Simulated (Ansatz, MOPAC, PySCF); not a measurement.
Noncovalent pair: HCl (SMILES Cl) (first 2 atoms) with CHN (SMILES C#N); geometry from B3LYP-D3(BJ)/def2-TZVP, rigid monomers moved along the line of their centres of mass till H2···N4 is 2.85 Å.
(charge 0, multiplicity 1):
```xyz
5

Cl    -0.341    -1.533    -0.631
H     -0.272    -0.802     0.435
C     -0.059     1.455     3.720
N     -0.120     0.807     2.780
H     -0.003     2.060     4.598
```

Counterpoise-corrected where a basis set is named; no monomer relaxation. Rows marked so take none.

Frozen-core correlation. Rows in 6-31G*, STO-3G carry no dispersion term and start afresh at each structure (6-31G* with six Cartesian d functions). The state that AM1 reach isn't checked.

The values were computed with Ansatz (a quantum-chemistry and plane-wave program); MOPAC for AM1 (differences of heats of formation); PySCF for 6-31G* rows, STO-3G rows, the dispersion terms. Values without a source in brackets are computed.

```csv
level,interaction energy (kJ/mol)
AM1,-6.7
HF/STO-3G (no counterpoise),-10.4
HF/6-31G* (no counterpoise),-12.3
r2SCAN-D4/def2-TZVPPD,-11.3
B3LYP/def2-TZVPPD,…
B3LYP-D3(BJ)/def2-TZVPPD,-11.7
wB97X-V/def2-TZVPPD,-11.9
wB97M-V/def2-TZVPPD,-11.4
MP2/aug-cc-pV(D+d)Z,-12.5
```

**Question.** Some entries are withheld; supply them.

**Answer.** 
- B3LYP/def2-TZVPPD, interaction energy (kJ/mol): -10.0
